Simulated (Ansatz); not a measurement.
Frontier orbitals of CH6AlNZn, SMILES `[CH3][Zn][NH][AlH2]`.

```xyz
10

C     0.294    1.789   -1.622
Zn   -0.228    0.255   -0.581
N    -0.698   -1.194    0.437
Al    0.062   -1.680    1.957
H     1.010    2.400   -1.068
H    -0.571    2.413   -1.860
H     0.763    1.484   -2.560
H    -1.463   -1.750    0.076
H    -0.429   -2.957    2.762
H     1.258   -0.761    2.460
```

Total charge 0; spin multiplicity 1. For Zn the d shell is correlated and the shells below it are frozen. Scalar relativity is left out up to krypton. All single points use the PBE0-D4/def2-TZVP geometry. It is one conformer, not always the lowest. Basis def2-TZVPP, Ansatz 0.2.0.

```csv
functional,HOMO (eV),LUMO (eV),gap (eV)
PBE,-6.05,-1.33,4.72
PBE0,-7.28,-0.56,6.72
ωB97X-V,-9.69,1.30,10.99
ωB97M-V,-9.62,1.03,10.65
HF,-10.23,1.99,12.22
```

A quarter of exact exchange (PBE0) shifts PBE's HOMO by −1.23 eV and its LUMO by +0.77 eV; full exchange at long range (ωB97M-V) shifts them by −3.57 and +2.37 eV. The gap opens from 4.72 to 10.65 eV, since occupied levels lose self-interaction and empty ones feel all the electrons. A positive LUMO is unbound and depends on the basis.
